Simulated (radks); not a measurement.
Results of a calculation; reference values are marked as such.
Q: Numerical settings for the platinum ion Pt+, [Xe] 4f14 5d9. Code: a radial shooting solver on a logarithmic mesh with Libxc functionals. Model: scalar-relativistic Kohn-Sham, PBE, spin-unpolarised, spherical densities, finite nucleus; Fermi nuclear charge, rms radius 5.427 fm. The defaults (mesh step 0.008 in ln r, mesh end at 40 bohr or more with all orbitals vanishing there, Anderson mixing 0.5 over 9 steps, residual threshold near 1e-9 with the energy settled to 1e-9 hartree or 1e-11 of itself, here a cap of 50 iterations) give E = -18409.342 hartree and 5d at -14.304 eV in 15 iterations. Run on one thread of a shared host, so times are rough (Arm Neoverse N1): 0.19 s of CPU time, 0.19 s wall, 15 iterations on 2314 mesh points. One setting is changed at a time: mesh step in ln r 0.03; mesh step in ln r 0.08; mesh step in ln r 0.02; mesh end (bohr) 1; mesh end (bohr) 20; residual threshold 0.1; residual threshold 0.001; mixing 0.05; linear mixing, mixing 0.2; linear mixing, mixing 0.5; mixing history 2; iteration cap 5. Which runs fail to converge, and which converge to a wrong energy?

A: Not converged within the cap: mesh step in ln r 0.08; linear mixing, mixing 0.2; iteration cap 5. Settled on a wrong energy, with an occupied level pushed above zero by the early mesh end: mesh end (bohr) 1 (+258 hartree). Apart from these: no run marked as converged misses the energy by more than 1 mhartree.
